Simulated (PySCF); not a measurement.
Species: CH7O2PSi.
Atom-mapped SMILES: `[CH3:1][O:2][Si@@H:3]([OH:4])[PH2:5]` (hydrogens: H6, H7, H8 on C1; H9 on Si3; H10 on O4; H11, H12 on P5)

The calculation used PBE0-D3(BJ)/def2-SVP geometry optimisation, gas phase (PySCF).

(1) What internal coordinates does the optimisation give?

Results:

(1) 
```tsv
bond	length (bohr)	order
C1–O2	2.645	single
O2–Si3	3.132	single
Si3–O4	3.141	single
Si3–P5	4.230	single
C1–H6, C1–H7, C1–H8	2.086	single
Si3–H9	2.835	single
O4–H10	1.816	single
P5–H11, P5–H12	2.701	single
```

Bonds in one row agree within 0.02 bohr and their mean is given. Orders are formal, as drawn. A selection of angles:
```tsv
angle	degrees
O2–C1–H6	112.1
O2–C1–H7	108.9
H6–C1–H7	107.8
C1–O2–Si3	124.8
O2–Si3–O4	112.7
O2–Si3–P5	103.6
O2–Si3–H9	108.7
O4–Si3–P5	107.4
O4–Si3–H9	107.9
P5–Si3–H9	116.7
Si3–O4–H10	117.2
Si3–P5–H11	93.0
Si3–P5–H12	92.4
H11–P5–H12	93.5
```

Torsions: C1–O2–Si3–O4 65° (synclinal); H10–O4–Si3–O2 -98° (anticlinal).

O4 (silanol oxygen) is bent (angle 117.2°). P5 (three-coordinate phosphorus) is pyramidal (angles 93.5°, 93.0° and 92.4°, sum 279.0°, 0.87 Å off the plane of its three neighbours). Si3 (oxygen-bound silicon) is distorted tetrahedral (angles from 103.6° to 116.7°).

Point group: C1 (no symmetry element, even within 0.4 Å). Stationary, but not proved a minimum. The numbers are those of one conformer (C1–O2–Si3–O4 65°, O2–Si3–O4–H -98°, O2–Si3–P5–H 163° and 69°).
